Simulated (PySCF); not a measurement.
A species of formula C3H10FNSi has this rotational fingerprint, computed with CAM-B3LYP/def2-SVPD in PySCF (dipole) on a GFN2-xTB geometry, gas phase:

```
Rotational constants : A = 5190, B = 1460, C = 1264 MHz
Dipole components    : |μa| = 3.75 D, |μb| = 1.21 D, |μc| = 1.18 D
Inertial defect      : -43.79 u·Å²
κ                    : -0.90
```

Question: Which structure is it? (One computed conformer of each.)
A. `[NH2:1][CH2:2][CH2:3][CH2:4][SiH2:5][F:6]` with H–N1–C2–C3 60° and -59°, N1–C2–C3–C4 -178°, C2–C3–C4–Si5 -64°, C3–C4–Si5–F6 -165°
B. `[NH2:1][CH2:2][CH2:3][SiH2:4][CH2:5][F:6]` with H–N1–C2–C3 169° and -71°, N1–C2–C3–Si4 -41°, C2–C3–Si4–C5 88°, C3–Si4–C5–F6 162°

Answer: B. It is NCC[SiH2]CF, a near-prolate asymmetric top, point group C1. The candidates at the same level (rigid rotor, commonest isotopes):

```json
{"SMILES": "NCCC[SiH2]F", "A (MHz)": "8508", "B (MHz)": "1046", "C (MHz)": "982.8", "μa (D)": "1.61", "μb (D)": "1.08", "μc (D)": "0.77", "Δ (u·Å²)": "-28.17", "point group": "C1", "rotor": "near-prolate asymmetric top"}
{"SMILES": "NCC[SiH2]CF", "A (MHz)": "5190", "B (MHz)": "1460", "C (MHz)": "1264", "μa (D)": "3.75", "μb (D)": "1.21", "μc (D)": "1.18", "Δ (u·Å²)": "-43.79", "point group": "C1", "rotor": "near-prolate asymmetric top"}
```

`NCCC[SiH2]F` has A 64 % too high. No structure here is proved a minimum.
